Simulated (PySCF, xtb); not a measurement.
H4O, SMILES [OH4+2], charge +2.

GFN2-xTB in xtb at its own geometry gives an orbital gap of 14.02 eV.

Geometry optimised at r2SCAN-D4/def2-TZVPD.

Question: What does r2SCAN/def2-TZVPD (PySCF) give? (Estimate from the structure and the level; the computed values follow.)

Answer: gap 18.28 eV (levels -34.23 and -15.95 eV).
